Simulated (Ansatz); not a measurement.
Reaction (formal exchange of groups at the Si–C bond): `C[SiH](C)CCl` + `CNP` → `C[SiH](C)NP` + `CCCl`

Computed with Ansatz on PBE0-D4/def2-TZVP structures; ΔE is electronic, products minus reactants. CBS: MP2 limit from def2 TZ/QZ plus the TZ coupled-cluster correction, frozen cores. DFT in def2-TZVPP. Each species was taken in one conformer, which may not be the lowest.

| level | ΔE (eV) |
| --- | --- |
| PBE0-D4 | -1.10 |
| PBE | -1.06 |
| MP2/def2-TZVPP | -1.20 |
| SCS-MP2/def2-TZVPP | -1.19 |
| CCSD(T)/def2-TZVPP | -1.16 |
| MP2/def2-QZVPP | -1.21 |
| MP2/CBS(def2) | -1.21 |
| CCSD/CBS(def2) | -1.19 |

Q: What does CCSD(T)/CBS give? (Estimate.)

A: Ansatz gave: -1.18 eV. The listed levels differ from it by 0.08, 0.12, -0.02, -0.01, 0.02, -0.03, -0.03, -0.01 eV.

Largest T1 diagnostic among the species: 0.011.

From PBE to PBE0 (25 % exact exchange), in def2-TZVPP and without D4, ΔE moves by −0.04 eV.
